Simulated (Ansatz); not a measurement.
Geometry optimisation, RKS PBE0/def2-SVP in Ansatz.

The input (input.yaml):

```yaml
crystal:
  periodic: [false, false, false]
  atoms:
    - { symbol: C, position_ang: [-2.345, 0.1202, 0.4836] }
    - { symbol: C, position_ang: [-0.9463, 0.5285, 0.4612] }
    - { symbol: C, position_ang: [-0.65239, 1.8084, 0.54694] }
    - { symbol: O, position_ang: [-1.56637, 2.8138, 0.65931] }
    - { symbol: C, position_ang: [0.80872, 2.2738, 0.52771] }
    - { symbol: Al, position_ang: [1.53127, 2.38607, 2.3728] }
    - { symbol: H, position_ang: [-2.6318, -0.359, -0.4655] }
    - { symbol: H, position_ang: [-2.9726, 1.101, 0.5467] }
    - { symbol: H, position_ang: [-2.6096, -0.4748, 1.3818] }
    - { symbol: H, position_ang: [-0.15508, -0.2153, 0.35461] }
    - { symbol: H, position_ang: [-1.42707, 3.76383, 0.71144] }
    - { symbol: H, position_ang: [0.91114, 3.26779, 0.01288] }
    - { symbol: H, position_ang: [1.41197, 1.50696, -0.05196] }
    - { symbol: H, position_ang: [2.91495, 3.1007, 2.5574] }
    - { symbol: H, position_ang: [1.25151, 1.17545, 3.34394] }
basis:
  gaussian: { orbitals: def2-SVP }
hamiltonian:
  xc: pbe0
relax:
  f_tol: 0.015
  max_steps: 40
output:
  orbitals: {}
```

Command:

```bash
$ ansatz run input.yaml --threads 2 --pin off --max-ram 3072MiB --backend cpu --events-out ev --progress --plain --runs-dir out
```

Question: Where does it end, and by what steps?

Answer: The run ended unconverged. After 39 steps the energy has fallen by 1.311 eV; H14 moved furthest, 1.95 Å. Joined: O4–Al6 (3.57 → 2.06 Å).

```tsv
step	energy less start (eV)	largest force component (eV/Å)	accepted
0	0.0000	3.168	yes
2	-0.7468	0.677	yes
4	-0.8059	0.161	yes
6	-0.8176	0.237	yes
8	-0.8259	0.277	yes
10	-0.8246	0.625	no
12	-0.8472	0.100	yes
14	-0.8770	0.221	yes
16	-0.9390	0.355	yes
18	-1.1128	0.576	yes
20	-1.1549	0.170	yes
22	-1.1763	0.137	yes
24	-1.1910	0.603	yes
26	-1.2129	0.641	yes
28	-1.2313	0.197	yes
30	-1.2465	0.300	yes
32	-1.2646	0.643	yes
34	-1.1936	1.114	no
36	-1.3047	0.403	yes
38	-1.3092	0.031	yes
39	-1.3108	0.053	yes
```

```xyz
15
Properties=species:S:1:pos:R:3
C -2.485 0.413 0.404
C -1.044 0.626 0.064
C -0.221 1.539 0.586
O -0.650 2.461 1.566
C 1.236 1.809 0.432
Al 1.283 2.820 2.172
H -3.150 0.723 -0.422
H -2.814 0.965 1.301
H -2.696 -0.651 0.599
H -0.599 -0.033 -0.686
H -1.564 2.354 1.861
H 1.427 2.480 -0.423
H 1.819 0.889 0.290
H 1.508 4.399 2.166
H 1.474 2.004 3.533
```

The run took 6.3 min on 2 threads of Intel(R) Xeon(R) Platinum 8259CL CPU @ 2.50GHz (Skylake/Cascade Lake), with other jobs on the host, peak memory 0.39 GiB.
